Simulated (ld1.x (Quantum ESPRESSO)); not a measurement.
## Pseudopotential generation for thulium (Tm): ultrasoft, PBE, fully relativistic.

- Element: Tm
- Generator: ld1.x (Quantum ESPRESSO) 7.5
- Type: ultrasoft
- Functional: PBE
- Relativity: fully relativistic
- Frozen core: [Kr] 4d10
- Valence charge: 23
- Reference configuration: 4f13 5s2 5p6 5d0 6s2 6p0
- Partial waves: 5s (bound): rcut 1.75, rcutus 2.40 bohr; 6s (bound): rcut 1.75, rcutus 2.40 bohr; 5p (bound): rcut 1.95, rcutus 2.15 bohr; 6p (bound, empty): rcut 1.95, rcutus 2.15 bohr; 5d (bound, empty): rcut 2.65, rcutus 3.15 bohr; 5d channel at 3.15 Ry: rcut 2.65, rcutus 3.15 bohr; 4f (bound): rcut 0.85, rcutus 1.00 bohr; 4f channel at 1.15 Ry: rcut 0.85, rcutus 1.00 bohr
- Local potential: all-electron potential smoothed inside 2.95 bohr (lloc = -1)
- Core correction: Bessel-smoothed model core, default radius (core density twice the valence density)
- Augmentation charge: built from norm-conserving waves at rcut, not smoothed further

Open shells are filled in proportion to 2j + 1 (rel_dist='average').

Task: Is the overlap operator S = 1 + Σ q|β⟩⟨β| positive definite (Bessel basis up to 400 Ry)?

Result: Yes: its lowest eigenvalue is 0.08 (s channel).

Its largest configuration-test error is +2373 meV (4f13 5s2 5p6 5d0 6s0 6p0), which is poor. Test run stopped at test 6 of 7 (negative rho), 1 before it not solved. Not counted: 4f12 5s2 5p6 5d0 6s0 6p0 (solver errors, printed error -4794 eV).

A Bessel basis up to 400 Ry misses an occupied level by 0.39 Ry, so cutoffs and ghosts were not judged. The potential misses its own reference levels by up to 1.9 eV, so it is not fit for use.
